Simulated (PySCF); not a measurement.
C3H10Si2.
Z-matrix (Å and degrees, GFN2-xTB geometry), rows numbered from 1:
```
Si
C   1  1.9003
Si  2  1.8930  1  114.95
C   3  1.8814  2  119.49  1   -88.40
C   4  1.5414  3   65.92  2  -104.48
H   1  1.4647  2  109.27  3   -59.29
H   1  1.4667  2  109.60  3  -178.61
H   1  1.4630  2  109.83  3    61.00
H   2  1.0897  1  109.16  3  -122.48
H   2  1.0900  1  108.78  3   122.00
H   3  1.4567  2  116.52  1    63.78
H   4  1.0812  3  120.68  5   106.69
H   4  1.0805  3  120.64  5  -106.40
H   5  1.0805  3  120.60  4   106.36
H   5  1.0813  3  120.85  4  -106.53
```

NICS = −σ at a ghost point: NICS(0) at the centroid of the ring atoms, NICS(1) 1 Å to either side along the normal of their mean plane, zz for the tensor component along that normal. Level: GIAO PBE0/pcSseg-1 (PySCF, non-relativistic, gas phase) on the GFN2-xTB geometry, one conformer.

Ring bond lengths (Å), with Mayer bond orders in brackets: Si3–C4 1.881 (0.97), C4–C5 1.541 (0.89), C5–Si3 1.884 (0.96).

Task: Give the NICS values of each ring in ppm.

Result: 
```csv
ring,type,NICS(0),"NICS(1), two faces","NICS(1)zz, two faces",rms pucker (Å),"centre to ring atoms, mean (Å)"
Si3–C4–C5,3-membered ring with Si; formal bonds all single,-26.0,-7.2 / -8.1,-13.7 / -16.7,0.00,1.02
```

Task: What can be read from them?

Result: 
- Si3–C4–C5: mean NICS(1)zz -15.2 ppm, shielded. Si3, C4, C5 have four or more neighbours, and the NICS criterion for π rings isn't applied. NICS(0) lies 18 ppm below the mean NICS(1).

Task: What is the mean of the two in-plane components of NICS at the first NICS(1) probe listed for ring Si3–C4–C5, 1 Å off the ring?

Result: The isotropic value is a third of the trace: (3 × -7.2 − (-13.7))/2 = -4.0 ppm.

Task: What are the shieldings of the ring atoms and their hydrogens in the same run (means over atoms taken as equivalent)?

Result: 
```json
{"atoms": "Si3", "environment": "SiH silicon", "σ isotropic (ppm)": "469.4"}
{"atoms": "C4 (×2)", "environment": "sp3 carbon bound to silicon", "σ isotropic (ppm)": "190.2"}
{"atoms": "H11", "environment": "Si–H hydrogen", "σ isotropic (ppm)": "28.62"}
{"atoms": "H12 (×2)", "environment": "methylene hydrogen", "σ isotropic (ppm)": "31.22"}
{"atoms": "H13 (×2)", "environment": "methylene hydrogen", "σ isotropic (ppm)": "31.23"}
```
